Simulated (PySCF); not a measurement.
Computed structure and properties of Tl2

System: Tl2 (triplet); start: template (D∞h). Method: PySCF 2.14.0, UKS B3LYP, Tl def2-SVP with ECP60; non-relativistic Hamiltonian with scalar-relativistic core potentials where named; density fitting; no spin-orbit coupling.

Input of the relaxation:

```python
mol = gto.M(atom='''
Tl    -0.00000    -0.00000     1.57500
Tl     0.00000     0.00000    -1.57500''',
    basis={'Tl': 'def2-SVP'},
    ecp={'Tl': 'def2-SVP'},
    charge=0, spin=2)
mf = dft.UKS(mol, xc='B3LYP')
mf.grids.atom_grid = (50, 194)
mf = mf.density_fit()  # fitting sets: Tl def2-universal-JKFIT
mf.conv_tol = 1e-08; mf.max_cycle = 55
mf.kernel(dm0)  # dm0: converged density of the start geometry
# quasi-Newton relaxation in Cartesian coordinates to a largest gradient under 0.00045 Eh/bohr, steps kept in the point group
```

Run from Python with OMP_NUM_THREADS=2; the lines above give its settings. Where DIIS fails, smearing, a level shift and second-order steps follow.
It took 3.3 s on 2 threads of Arm Neoverse V1 (shared host), from the converged density of the start.

Course of the relaxation:

```
step  energy above end (eV)  largest force component within the symmetry (eV/Å)
   0                 0.0037                                               0.134
   1                 0.0019                                               0.095
   2                 0.0000                                               0.005
```

Relaxed geometry (D∞h):

```xyz
2

Tl    0.0000    0.0000    1.6019
Tl    0.0000    0.0000   -1.6019
```

| contact | Å |
| --- | --- |
| Tl2–Tl1 | 3.204 |

On the finer grid (75, 302):

```yaml
HOMO: -3.58 eV
LUMO: -2.57 eV
Dipole_about_the_centre_of_mass: 0.00 D
Spin_squared: 2.002
Set_of_Mulliken_populations_of_Tl1_outside_the_core_potential: s 3.95, p 7.04, d 10.01
D3_BJ_dispersion_energy_not_in_the_energies: -0.111 eV
```

| atom | Mulliken (e) | Löwdin (e) | spin (e) |
| --- | --- | --- | --- |
| Tl1 | 0.00 | 0.00 | 1.00 |
| Tl2 | 0.00 | 0.00 | 1.00 |

On the grid (50, 194), as all that follows. Harmonic modes: a minimum; lowest 78 cm⁻¹ (negative: unstable), highest 78 cm⁻¹, zero-point energy 0.005 eV.

One start shape was tried, so this needn't be the lowest isomer.

Open shells may have lower solutions than the one found.
